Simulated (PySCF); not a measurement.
From one molecule to another.

First species: C6H5BO2.
Numbering: `[BH:1]1[O:2][c:3]2[cH:4][cH:5][cH:6][cH:7][c:8]2[O:9]1` (hydrogens: H10 on B1; H11 on C4; H12 on C5; H13 on C6; H14 on C7)

Geometry (PBE0-D3(BJ)/def2-SVP, Å), atoms numbered from 1 in this order:
```xyz
14
C6H5BO2 angstrom
B      2.5732    0.2191   -0.1719
O      1.7005    1.2801   -0.0567
C      0.4537    0.7252   -0.0072
C     -0.7776    1.3464    0.1070
C     -1.9003    0.5109    0.1332
C     -1.7780   -0.8798    0.0477
C     -0.5274   -1.4977   -0.0676
C      0.5757   -0.6626   -0.0924
O      1.8992   -0.9835   -0.1957
H      3.7611    0.3286   -0.2422
H     -0.8592    2.4321    0.1727
H     -2.8933    0.9564    0.2222
H     -2.6773   -1.4986    0.0713
H     -0.4179   -2.5808   -0.1351
```

Second species: C7H11OP.
Cartesian coordinates in Å at the PBE0-D3(BJ)/def2-SVP level; atoms count from 1:
```
atom  x, y, z in Å
C1    -1.4719    0.8973   -0.6813
C2    -0.6825   -0.1777    0.0627
C3    -1.2458   -0.3466    1.4808
C4    -0.7784   -1.5096   -0.6953
C5     0.7657    0.2267    0.1571
C6     1.4403    1.3149   -0.3073
P7     3.1699    1.2447    0.1140
C8     2.8335   -0.2451    0.8752
O9     1.5546   -0.6469    0.8215
H10   -1.0993    1.0329   -1.7081
H11   -1.4183    1.8666   -0.1630
H12   -2.5313    0.6065   -0.7434
H13   -2.3028   -0.6520    1.4366
H14   -0.6887   -1.1140    2.0375
H15   -1.1833    0.5973    2.0436
H16   -0.3859   -1.4086   -1.7188
H17   -1.8278   -1.8365   -0.7599
H18   -0.2040   -2.2962   -0.1847
H19    0.9643    2.1196   -0.8652
H20    3.4891   -0.9362    1.4063
```

Levels: B3LYP/def2-SVPD for dipole moment, HOMO energy, LUMO energy, HOMO–LUMO gap, static isotropic polarisability and electronic spatial extent ⟨r²⟩ about the centre of nuclear charge; TDDFT B3LYP/def2-SVPD for lowest singlet excitation; TDA B3LYP/def2-SVPD for lowest triplet excitation (Tamm–Dancoff); ΔSCF B3LYP/def2-SVPD for vertical ionisation energy; PBE0-D3(BJ)/def2-SVP for rotational constant A and rotational constant C. Geometries: PBE0-D3(BJ)/def2-SVP. All species are isolated and taken at one optimised geometry, non-relativistic unless stated; the electronic structure was computed with PySCF and density fitting.

The conformers computed, where there is a choice (atom-mapped SMILES and torsion angles):
- `[CH3:1][C:2]([CH3:3])([CH3:4])[c:5]1[cH:6][p:7][cH:8][o:9]1`: C1–C2–C5–C6 -1°

Question: Which has the higher LUMO energy?

Answer: The first: -0.85 eV against -0.96 eV, a difference of 0.11 eV.

Question: Which has the higher vertical ionisation energy?

Answer: The first: 8.87 eV against 8.44 eV, a difference of 0.43 eV.

Question: Which of the two has the higher rotational constant C, and by how much?

Answer: The first: 1.181 GHz against 0.829 GHz, a difference of 0.352 GHz.

Question: Which has the higher dipole moment?

Answer: The second: 1.82 D against 1.25 D, a difference of 0.57 D.

Question: Which of the two has the higher T1 energy, and by how much?

Answer: The first: 4.14 eV against 3.25 eV, a difference of 0.89 eV.

Question: Which of the two has the higher HOMO–LUMO gap, and by how much?

Answer: The first: 5.96 eV against 5.46 eV, a difference of 0.50 eV.

Question: Which has the higher ⟨r²⟩?

Answer: The second: 1490 bohr² against 954 bohr², a difference of 536 bohr².

Question: Which of the two has the higher static isotropic polarisability, and by how much?

Answer: The second: 109.9 au against 85.1 au, a difference of 24.8 au.

On the first: The dipole equals about 4.2 × 10⁻³⁰ C·m (1 D = 3.33564 × 10⁻³⁰ C·m). The polarisability is 12.62 Å³ as a volume (1 au = 0.148185 Å³), or 1.37 au for each of the 62 electrons.

On the second: The vertical singlet–triplet gap S1 − T1 is 1.98 eV (TDDFT singlet less Tamm–Dancoff triplet; S1: HOMO→LUMO, weight 0.88; T1: HOMO→LUMO, weight 0.96). In wavenumbers S1 is 42200 cm⁻¹ (1 eV = 8065.54 cm⁻¹).
